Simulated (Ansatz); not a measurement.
Frontier orbitals of `C[S][GeH2][Cl]`.

Total charge 0; spin multiplicity 1. Correlated methods include outer-core shells of Ge, which these sets cover unevenly. Scalar relativity is left out up to krypton. All single points use the PBE0-D4/def2-TZVP geometry. It is one conformer, not always the lowest. Basis def2-TZVPP, Ansatz 0.2.0.

Orbital energies of one run (eV). Highest occupied ones, from the top: -6.11, -7.35, -7.52, -8.27, -9.08, -9.42, -10.00, -10.84, -10.99, -13.69, -16.13, -19.53, -20.25, -30.88. Empty: -1.66, -0.82, -0.49, -0.30, 0.69, 1.26.

**Question.** Which functional gave them?
A. CAM-B3LYP
B. LC-ωPBE
C. ωB97M-V
D. LDA (SPW92)

**Answer.** D. HOMO energies: LDA (SPW92) -6.11, CAM-B3LYP -8.53, ωB97M-V -9.41, LC-ωPBE -9.93 eV.

LC-ωPBE has ω = 0.4 bohr⁻¹.
